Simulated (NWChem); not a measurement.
System: C2HBrF2; SMILES C(=C(\Br)F)/F

```xyz
6

F     -0.4462     2.7465     0.0000
C     -0.7302     1.4532     0.0000
C      0.2354     0.5334     0.0000
F      1.5140     0.8452     0.0000
Br    -0.1283    -1.2983     0.0000
H     -1.7914     1.2012     0.0000
```
Atoms are numbered in this order, from 1.

All runs use the structure optimised with PBE0/def2-SVP.

Spin-orbit effects, on the heavy nuclei and on their neighbours, are missing.

Task: Give the principal values of the shielding tensors (ppm) of F1, C2, C3, F4, Br5 from PBE/pcSseg-1, GIAO (NWChem), with their diamagnetic and paramagnetic parts as GIAO splits them.

Result: 
```
atom     σ11     σ22     σ33  isotropic  diamagnetic  paramagnetic
----  ------  ------  ------  ---------  -----------  ------------
F1     216.8   261.1   413.0      297.0        473.2        -176.2
C2     -32.4    76.7    76.8       40.4        250.6        -210.3
C3     -35.2    42.4    72.6       26.6        249.6        -223.0
F4     190.2   238.8   340.0      256.3        475.1        -218.8
Br5   1496.1  1706.2  2889.1     2030.5       3121.3       -1090.8
```
